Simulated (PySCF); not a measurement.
# Computed spin Hamiltonian

C2H6ClSi4 (doublet state).
Numbering: `[CH:1]#[C:2][Si:3]1[SiH2:4][SiH2:5][Si@H:6]1[Cl:7]` (hydrogens: H8 on C1; H9, H10 on Si4; H11, H12 on Si5; H13 on Si6)

Method: UKS B3LYP, pcH-1 on C Cl H Si, non-relativistic, mean-field spin-orbit, GIAO in PySCF 2.14.0. Geometry: GFN2-xTB; no solvent, vibrations or thermal averaging. The geometry wasn't refined by DFT: couplings that depend on bond lengths, twists or pyramidal angles can differ widely from those at the functional's own minimum, by a factor of two or more for some ions and for spin on atoms past the first row. Stability of the SCF solution: not tested.

| Quantity | Value |
| --- | --- |
| g1, g2, g3 | 2.00229, 2.00297, 2.00530 |
| g_iso | 2.00352 |
| Form of g | rhombic: the two nearest values differ by 23 % of g3 − g1 |
| ⟨S²⟩ | 0.7567 (exact 0.7500) |
| α and β electrons | 46, 45 |
| HOMO–LUMO gap, α and β orbitals | 4.40, 3.30 eV |
| Basis functions | 285 |

Hyperfine couplings atom by atom, in MHz; T1 to T3 are the principal values of the dipolar part; ρ(0) is the spin density at the nucleus:

| atom | isotope | a_iso | of which spin–orbit | T1 | T2 | T3 | Mulliken spin population | ρ(0) (bohr⁻³) |
| --- | --- | --- | --- | --- | --- | --- | --- | --- |
| C1 | 13C | 15.2 | 0.0 | -15.7 | -12.3 | 28.0 | 0.19 | 0.0135 |
| C2 | 13C | -12.9 | 0.0 | -8.1 | -0.4 | 8.5 | -0.11 | -0.0115 |
| Si3 | 29Si | -359.4 | 0.8 | -147.1 | 73.0 | 74.0 | 0.81 | 0.4053 |
| Si4 | 29Si | -16.6 | 0.0 | -13.3 | 6.0 | 7.3 | 0.02 | 0.0187 |
| Si5 | 29Si | -44.2 | 0.0 | -4.9 | 1.8 | 3.1 | 0.01 | 0.0497 |
| Si6 | 29Si | -5.4 | 0.1 | -15.6 | 6.7 | 8.9 | 0.03 | 0.0061 |
| Cl7 | 35Cl | 5.5 | 0.1 | -2.2 | -1.1 | 3.3 | 0.00 | 0.0124 |
| H8 | 1H | -14.6 | 0.0 | -7.3 | -1.1 | 8.4 | -0.01 | -0.0033 |
| H9 | 1H | 31.4 | 0.0 | -2.1 | -0.3 | 2.4 | 0.02 | 0.0070 |
| H10 | 1H | 12.3 | 0.0 | -1.9 | -1.3 | 3.3 | 0.00 | 0.0027 |
| H11 | 1H | 42.6 | 0.0 | -1.1 | -0.3 | 1.4 | 0.02 | 0.0095 |
| H12 | 1H | -3.8 | 0.0 | -0.9 | -0.6 | 1.5 | 0.00 | -0.0008 |
| H13 | 1H | 14.1 | 0.0 | -2.0 | -0.5 | 2.5 | 0.01 | 0.0031 |

Largest spin populations (Mulliken): Si3 (+0.81), C1 (+0.19) and C2 (-0.11). The positive populations add up to 1.12 and the negative ones to -0.12, together 2S = 1. The angles at Si3 add up to 327.1°, so it is pyramidal.

Under fast tumbling the dipolar parts average out, and these isotropic splittings remain (the largest six): 1 × 1H (H11, I = 1/2, 2 lines) with 1.52 mT, 1 × 1H (H9, I = 1/2, 2 lines) with 1.12 mT, 1 × 1H (H8, I = 1/2, 2 lines) with 0.52 mT, 1 × 1H (H13, I = 1/2, 2 lines) with 0.50 mT, 1 × 1H (H10, I = 1/2, 2 lines) with 0.44 mT and 1 × 35Cl (Cl7, I = 3/2, 4 lines) with 0.20 mT.

Main isotope only: 35Cl (natural samples also hold 24 % 37Cl, magnetic too, which adds its own pattern).

The 29Si coupling of Si3 (-359.4 MHz) shows only in satellite lines or after enrichment, since that isotope makes up about 4.7 % of natural silicon.

The 13C coupling of C1 (15.2 MHz) shows only in satellite lines or after enrichment, since that isotope makes up about 1.07 % of natural carbon.
